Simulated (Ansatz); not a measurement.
Total energies of `CBN(C)[SiH3]`.

```xyz
15

C     1.303    1.776    0.435
B     0.936    0.253    0.505
N    -0.207   -0.350   -0.052
C    -1.237    0.371   -0.789
Si   -0.489   -2.068    0.094
H     1.451    2.160    1.451
H     0.596    2.434   -0.072
H     2.276    1.888   -0.057
H     1.690   -0.488    1.080
H    -1.310    0.009   -1.820
H    -2.218    0.243   -0.321
H    -1.017    1.437   -0.821
H     0.608   -2.695    0.861
H    -1.796   -2.298    0.771
H    -0.585   -2.672   -1.265
```

Total charge 0; spin multiplicity 1. The geometry is a stationary point of PBE0-D4/def2-TZVP. It is one conformer, not always the lowest. Basis def2-TZVPP, Ansatz.

RPA on PBE orbitals: Hartree–Fock energy of these orbitals -449.69508 Eh, correlation -1.39307 Eh (frozen core).

```json
{"functional": "LDA (SPW92)", "energy without D4 (Eh)": "-448.74995", "D4 term (kJ/mol)": "–"}
{"functional": "revPBE", "energy without D4 (Eh)": "-451.32512", "D4 term (kJ/mol)": "-95.3"}
{"functional": "BLYP", "energy without D4 (Eh)": "-451.34932", "D4 term (kJ/mol)": "-66.0"}
{"functional": "r2SCAN", "energy without D4 (Eh)": "-451.31460", "D4 term (kJ/mol)": "-7.8"}
{"functional": "B97M-V", "energy without D4 (Eh)": "-451.37569", "D4 term (kJ/mol)": "–"}
{"functional": "PBE0", "energy without D4 (Eh)": "-451.11648", "D4 term (kJ/mol)": "-25.4"}
{"functional": "B3LYP", "energy without D4 (Eh)": "-451.48367", "D4 term (kJ/mol)": "-47.9"}
{"functional": "r2SCANh", "energy without D4 (Eh)": "-451.30815", "D4 term (kJ/mol)": "-8.2"}
{"functional": "r2SCAN0", "energy without D4 (Eh)": "-451.29954", "D4 term (kJ/mol)": "-9.0"}
{"functional": "HSE06 (plane-wave form)", "energy without D4 (Eh)": "-451.09943", "D4 term (kJ/mol)": "-23.5"}
{"functional": "BHLYP", "energy without D4 (Eh)": "-451.35142", "D4 term (kJ/mol)": "-35.0"}
{"functional": "CAM-B3LYP", "energy without D4 (Eh)": "-451.36228", "D4 term (kJ/mol)": "-25.6"}
{"functional": "LC-ωPBE", "energy without D4 (Eh)": "-451.25246", "D4 term (kJ/mol)": "–"}
{"functional": "ωB97M-V", "energy without D4 (Eh)": "-451.32927", "D4 term (kJ/mol)": "–"}
```

(1) Give the same for PBE, ωB97X-V, B2PLYP, PBE-QIDH. (Estimate.)

B3LYP takes the VWN-RPA correlation (the form of Gaussian; ORCA's B3LYP/G). HSE06 is the plane-wave form, built on full-range PBE exchange. The double hybrids freeze the cores in their second-order part.

Results:

(1) The calculation gave: 
```json
{"functional": "PBE", "energy without D4 (Eh)": "-451.05492", "D4 term (kJ/mol)": "-30.0"}
{"functional": "ωB97X-V", "energy without D4 (Eh)": "-451.35590", "D4 term (kJ/mol)": "–"}
{"functional": "B2PLYP", "energy without D4 (Eh)": "-451.17300", "D4 term (kJ/mol)": "–"}
{"functional": "PBE-QIDH", "energy without D4 (Eh)": "-451.01321", "D4 term (kJ/mol)": "–"}
```

LC-ωPBE has ω = 0.4 bohr⁻¹.
